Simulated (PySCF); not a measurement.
## Correlation energy of Sn⁻ (tin, charge -1)

Starting occupation: [Kr] 4d10 5s2 5p3, 5p1/2 with m_j = -1/2, +1/2, 5p3/2 with m_j = +3/2. Calculation: PySCF 2.14, in x2c-TZVPPall-2c with one added diffuse shell each of s, p, d, f type (9s10p6d3f, 90 functions); X2C-1e with screened-nucleus spin-orbit coupling, Gaussian nucleus. Frozen: [Kr]; 15 electrons correlated; the 20 highest virtual spinors left out.

MP2 pair energies summed by pair of shells (mhartree):

| pair | energy | share (%) |
| --- | --- | --- |
| 4d-4d | -163.45 | 53.4 |
| 4d-5s | -50.80 | 16.6 |
| 5p-5s | -34.94 | 11.4 |
| 4d-5p | -34.51 | 11.3 |
| 5p-5p | -12.53 | 4.1 |
| 5s-5s | -9.79 | 3.2 |

Total MP2 correlation energy: -306.02 mhartree.

| level | correlation energy (mhartree) |
| --- | --- |
| CCSD | -298.28 |
| (T) | -7.97 |
| CCSD(T) | -306.25 |

Diagnostics: T1 = 0.013, largest double amplitude 0.050.

Cost of the coupled-cluster step: 650 s of wall time on 4 threads of Neoverse-V2 (shared host), for 15 occupied and 109 virtual spinors.

The GHF reference relaxed away from the jj start to a determinant that is no pure jj level (⟨S²⟩ = 3.74, ⟨J²⟩ = 3.76); the energies belong to that determinant.

This basis was not built for core-valence correlation, so the inner-shell part is incomplete.
